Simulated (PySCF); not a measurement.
Spin states and ions at one geometry of Bi2OF4

PySCF 2.14.0, RKS B3LYP, Bi def2-SVP with ECP60, O def2-SVP, F def2-SVP; non-relativistic Hamiltonian with scalar-relativistic core potentials where named; density fitting; no spin-orbit coupling; singlets restricted, open shells unrestricted. The geometry is relaxed for charge 0, singlet, vacuum:

```xyz
7

Bi    0.6289    0.0000    1.9498
Bi   -0.6289    0.0000   -1.9498
O     0.0000    0.0000    0.0000
F    -0.6027    1.4973    2.5773
F    -0.6027   -1.4973    2.5773
F     0.6027    1.4973   -2.5773
F     0.6027   -1.4973   -2.5773
```

Energies count from the relaxed state; an electron taken off or put on is at rest in vacuum. Charges and spins are Mulliken's.

| state | energy (eV) | spin squared | charge on Bi1 (e) | spin on Bi1 (e) | dipole about the centre of mass (D) |
| --- | --- | --- | --- | --- | --- |
| charge 0, singlet, vacuum | 0.00 | 0.00 | 1.31 | 0.00 | 0.00 |
| charge 0, triplet, vacuum | 4.89 | 2.01 | 1.11 | 0.52 | 0.00 |
| charge -1, doublet, vacuum | -0.12 | 0.75 | 0.87 | 0.50 | 0.00 |

**Question.** What does the state charge +1, doublet, vacuum give?

**Answer.** energy (eV) 10.34, spin squared 0.76, charge on Bi1 (e) 1.53, spin on Bi1 (e) 0.03, dipole about the centre of mass (D) 0.00.

With an electron taken off (doublet) the charges change, summed by element, by Bi +0.44 e, O +0.20 e, F +0.36 e. The vertical ionisation energy is 10.34 eV, against −ε(HOMO) = 8.31 eV of the relaxed state. The level lies 2.0 eV too high, as is usual for semilocal functionals and global hybrids, which keep a self-interaction error.

With an electron put on (doublet) the charges change, summed by element, by Bi -0.88 e, O +0.09 e, F -0.21 e. The vertical electron affinity is 0.12 eV, against −ε(LUMO) = 2.00 eV of the relaxed state. The basis has no diffuse functions, which an added electron needs. The added electron's level lies above zero.

Open shells may have lower solutions than those found.

A frequency check found unstable modes (2, the lowest at -46 cm⁻¹), so the relaxed geometry is probably a saddle point.
